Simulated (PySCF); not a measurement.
Dipole response of In²⁺ (indium, charge +2)

[Kr] 4d9 5s2, 2D determinant (an excited configuration). All numbers are calculated (PySCF 2.14, the spin-free X2C one-electron Hamiltonian (Gaussian nucleus), in aug-cc-pwCVTZ-DK3 with one added diffuse shell each of s, p, d, f type (11s10p8d5f1g, 125 functions)). Coupled (time-dependent) response in atomic units; α is the mean over directions.

```json
{"method": "r2SCANh", "mean α (bohr³)": "17.34", "α xx, yy, zz": "17.53, 17.53, 16.94", "C₆ (like pair)": "105.5", "S(−4)": "116.4"}
```

S(−4) is the Cauchy moment in α(ω) = α(0) + S(−4) ω² + …

Spin-orbit coupling is absent.

α(iu) at r2SCANh:

```
u (hartree)  α(iu) (bohr³)
          0          17.34
     0.0500          17.05
      0.100          16.26
      0.200          13.81
      0.300          11.24
      0.500          7.553
      0.750          5.135
       1.00          3.854
       1.50          2.539
       2.00          1.850
       3.00          1.123
       5.00         0.5357
```

A single London oscillator, α(iu) = α/(1 + u²/ω²), gives C₆ = (3/4) ω α². Matching the computed C₆ needs ω = 4 × 105.5 / (3 × 17.34²) = 0.468 hartree.

For an ion, C₆ is the dispersion term alone; charge-induced terms of lower order in 1/R come first.

The components differ because the open shell of this determinant is not spherical; for a pure term their mean is the scalar polarisability.
